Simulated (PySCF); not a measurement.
# Bond lengths and vibrations by method: BCFH2Si

All numbers below are calculated, not measured. They come from PySCF 2.14.0, an open-source quantum chemistry program, on an isolated molecule that a program drew, which may never have been made. The molecule is BCFH2Si (charge 0, singlet), drawn as the SMILES string `C=B[Si]F`.

The geometry was optimised and harmonic frequencies were computed with HF and MP2, all in the cc-pV(D+d)Z basis, for the commonest isotopes, with a restricted reference for singlets and an unrestricted one otherwise, and a frozen core in MP2. Each result is a local minimum of its method.

Geometry at the HF minimum:
```xyz
6
BCFH2Si, angstrom
C     0.2566    1.0698    1.1264
B     1.1669    0.3718    0.3351
Si    2.5778   -0.6684   -0.7049
F     1.8370   -0.5787   -2.1605
H    -0.6566    1.4977    0.7240
H     0.4170    1.2207    2.1901
```

Lengths of the bonds as drawn, in Å (atoms numbered as above):
| bond | HF | MP2 |
|---|---|---|
| C1-B2 | 1.394 | 1.414 |
| B2-Si3 | 2.038 | 2.037 |
| Si3-F4 | 1.636 | 1.656 |
| C1-H5 | 1.086 | 1.098 |
| C1-H6 | 1.086 | 1.099 |

Rotational constants, in GHz:
```
constant     HF    MP2
       A  17.86  17.75
       B  3.027  2.969
       C  2.588  2.543
```

Harmonic frequencies in cm^-1, each column in rising order, so a row needn't be the same motion in every method:
| rank | HF | MP2 |
|---|---|---|
| 1 | 116 | 91 |
| 2 | 186 | 160 |
| 3 | 312 | 288 |
| 4 | 334 | 313 |
| 5 | 503 | 475 |
| 6 | 725 | 642 |
| 7 | 844 | 735 |
| 8 | 894 | ? |
| 9 | 1384 | 1277 |
| 10 | 1647 | 1522 |
| 11 | 3290 | 3176 |
| 12 | 3372 | 3270 |

**Estimate the missing MP2 frequency from the HF column.**

A single factor s that minimises the squared misfit of MP2 against s times HF over the other rows is sum(HF x MP2) / sum(HF^2) = 0.9558, with an rms misfit of 39 cm^-1. For rank 8 it gives 0.9558 x 894 = 854 cm^-1. The calculation gives 817 cm^-1, 37 cm^-1 below the estimate. The drawn bonds are on average 1.0 % longer in MP2 than in HF.
